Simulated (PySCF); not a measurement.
TiCl₄, singlet: structure and spectrum

Level of theory: B3LYP/[Ti def2-TZVP, Cl def2-TZVP], no relativity, density fitting, PySCF.

The structure is a minimum.

```json
{"Point group": "Td", "Bond lengths": "Ti–Cl 2.181 Å (×4)", "Bond angles": "Cl–Ti–Cl 109.5° (×6)", "Rotational symmetry number": "12", "Rotational constants": "0.03802, 0.03802, 0.03802 cm⁻¹", "Enthalpy at 298.15 K above 0 K": "21.50 kJ/mol", "Highest occupied level": "-9.35 eV", "Heat capacity Cp at 298.15 K": "95.6 J/(mol K)", "Zero-point energy": "15.1 kJ/mol", "Dipole moment": "0.00 D", "Atomisation energy without zero-point energy": "1679 kJ/mol", "Lowest empty level": "-4.08 eV", "Principal polarisabilities": "87.7, 87.7, 87.7 bohr³", "Entropy at 298.15 K and 1 bar": "352.9 J/(mol K)", "Principal quadrupole moments (Buckingham, traceless) about the centre of mass": "0.00, 0.00, 0.00 D Å"}
```

Harmonic modes (masses in u: Ti 47.948, Cl 34.969):
| symmetry | ω (cm⁻¹) | IR (km/mol, summed over degenerate members) | μ (u) |
| --- | --- | --- | --- |
| e | 115 | 0.0 | 34.97 |
| t2 | 138 | 1.6 | 36.99 |
| a1 | 385 | 0.0 | 34.97 |
| t2 | 496 | 420 | 40.99 |

In Td the vibrations span e + 2t2 + a1. The a1, e modes carry no infrared intensity, as symmetry demands.

Charges (e):
```json
{"atom": "Ti1", "Mulliken": "1.08", "Löwdin": "-0.78", "polar tensor": "2.00", "Mayer order to Ti1": "–"}
{"atom": "Cl2,3,4,5", "Mulliken": "-0.27", "Löwdin": "0.20", "polar tensor": "-0.50", "Mayer order to Ti1": "1.20"}
```

Mulliken populations on Ti1: s 6.26, p 12.37, d 2.26, f 0.03.

Outer orbital energies (eV). occupied: -10.60, -10.60, -10.23, -10.23, -10.23, -9.35, -9.35, -9.35; empty: -4.08, -4.08, -3.38, -3.38.

Formally Ti is in oxidation state +4, d0. The polar-tensor charge on Ti, 2.00, is far below the formal one.

This need not be the most stable arrangement of these atoms.

The final relaxation and frequency run took 63 s on 4 threads of a shared Arm Neoverse V2 host, with 193 basis functions and 8 gradients; the process peaked at 2.2 GiB.
